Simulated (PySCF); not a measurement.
CH5FO2Si2, SMILES F[Si@H]1OCO[SiH2]1. Geometry optimised at PBE-D3(BJ)/def2-SVP. The structure was generated by enumeration; whether it is a known compound was not checked. The values are those of a single conformer.

Q: Give the equilibrium geometry at PBE-D3(BJ)/def2-SVP (PySCF confirms it by a frequency run) as Cartesian coordinates in Å. (The exact figures need the calculation; the answer reports its results.)

A: One answer among several that fit: 
```xyz
11

F      2.0768    -0.8883    -0.4381
Si     1.0071    -0.1371     0.5564
O      0.5141     1.3457    -0.0794
C     -0.6939     1.4301    -0.8167
O     -1.6446     0.4414    -0.4703
Si    -1.1704    -0.9690     0.3586
H      1.7387     0.1395     1.8285
H     -0.4641     1.3521    -1.9059
H     -1.1417     2.4264    -0.6083
H     -1.3480    -2.1925    -0.4973
H     -1.9838    -1.1220     1.6124
```
Charge 0, spin multiplicity 1.
